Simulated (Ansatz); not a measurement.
System: sum formula AlBr2F, net charge 0, singlet state. 
Structure (B3LYP-D3(BJ)/def2-TZVP (Ansatz, a quantum-chemistry and plane-wave program) minimum search):
```
Al
F 1 1.6396
Br 1 2.2316 2 118.93
Br 1 2.2316 2 118.93 3 180.00
```

Quantity: vertical ionisation energy (to the doublet state of charge +1; each state is the SCF solution reached for its spin; for the doublet the Hartree-Fock reference is unstable and T1 is 0.020), in eV. Correlated levels leave the core frozen unless marked. Open shells are spin-unrestricted. Spin-orbit coupling is left out. Frozen are the shells of the preceding noble gas and the d and f shells that filled before the atom's block. Non-relativistic.  The program attaches cautions to a run behind CCSD(T)/def2-SVPD: other roots.

```tsv
level	program	vertical ionisation energy (eV)
RI-HF/def2-TZVPPD	Ansatz	10.66
RI-HF/def2-QZVPPD	Ansatz	10.65
PBE0/def2-TZVPD	Ansatz	11.01
BHLYP/def2-TZVPD	Ansatz	11.22
B2PLYP/def2-TZVPD	Ansatz	11.11
CCSD(T)/def2-SVPD	Ansatz	11.23
```
